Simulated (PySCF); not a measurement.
PySCF 2.14 output of an unrestricted LDA calculation on a single atom or ion in aug-cc-pwCVTZ-DK3, with scalar relativity by spin-free X2C-1e:

```
SCF conv_tol = 1e-09
number electrons alpha = 42  beta = 40
    P. A. M. Dirac.,  Math. Proc. Cambridge Philos. Soc. 26, 376 (1930)
    F. Bloch.,  Z. Phys. 57, 545 (1929)
    S. H. Vosko, L. Wilk, and M. Nusair.,  Can. J. Phys. 58, 1200 (1980)
cycle= 1 E= -20235.4912154567  delta_E= -0.0374  |g|= 0.297  |ddm|= 1.09
cycle= 2 E= -20235.4892554986  delta_E= 0.00196  |g|=  0.3  |ddm|= 0.353
cycle= 3 E= -20235.4963842723  delta_E= -0.00713  |g|= 0.0371  |ddm|= 0.173
cycle= 4 E= -20235.4966289911  delta_E= -0.000245  |g|= 0.00986  |ddm|= 0.0851
cycle= 5 E= -20235.4967574218  delta_E= -0.000128  |g|= 0.00176  |ddm|= 0.0532
cycle= 6 E= -20235.4967650248  delta_E= -7.6e-06  |g|= 6.13e-05  |ddm|= 0.0115
cycle= 7 E= -20235.4967650392  delta_E= -1.45e-08  |g|= 1.84e-05  |ddm|= 0.000739
cycle= 8 E= -20235.4967650401  delta_E= -8.44e-10  |g|= 1.28e-06  |ddm|= 0.000121
converged SCF energy = -20235.4967650401  <S^2> = 2.0007156  2S+1 = 3.000477
```

The run itself started from symmetry-adapted Hartree-Fock orbitals and held the occupation by maximum overlap, on a logarithmic radial grid, so the iterations belong to that start.

Q: Which element, charge and spin multiplicity is this?

A: Tl⁻ (thallium, charge -1), multiplicity 3; the state was [Xe] 4f14 5d10 6s2 6p2, high-spin 3P determinant.

Spin-orbit coupling is strong in this species (close to jj coupling), so the high-spin LS determinant is a model state, not a physical level. At LDA the highest occupied level has a positive energy, so only the finite basis holds that electron; in a semilocal or global hybrid functional this comes from self-interaction and does not mean that the real anion is unbound.
